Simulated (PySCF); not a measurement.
Polarisability and C₆ of Cr⁺ (chromium, charge +1)

[Ar] 3d4 4s1, high-spin 6D determinant (an excited configuration). All numbers are calculated (PySCF 2.14, the spin-free X2C one-electron Hamiltonian (Gaussian nucleus), in aug-cc-pwCVTZ-DK). Coupled (time-dependent) response in atomic units; α is the mean over directions.

```json
{"method": "PBE0", "mean α (bohr³)": "35.44", "α xx, yy, zz": "35.86, 35.86, 34.59", "C₆ (like pair)": "200.8", "S(−4)": "1035"}
```

S(−4) is the Cauchy moment in α(ω) = α(0) + S(−4) ω² + …

α(iu) at PBE0:

| u (hartree) | α(iu) (bohr³) |
| --- | --- |
| 0 | 35.44 |
| 0.0500 | 33.05 |
| 0.100 | 27.69 |
| 0.200 | 17.62 |
| 0.300 | 11.77 |
| 0.500 | 6.629 |
| 0.750 | 4.188 |
| 1.00 | 3.033 |
| 1.50 | 1.905 |
| 2.00 | 1.342 |
| 3.00 | 0.7797 |
| 5.00 | 0.3625 |

A single London oscillator, α(iu) = α/(1 + u²/ω²), gives C₆ = (3/4) ω α². Matching the computed C₆ needs ω = 4 × 200.8 / (3 × 35.44²) = 0.213 hartree.

For an ion, C₆ is the dispersion term alone; charge-induced terms of lower order in 1/R come first.

The components differ because the open shell of this determinant is not spherical; for a pure term their mean is the scalar polarisability.
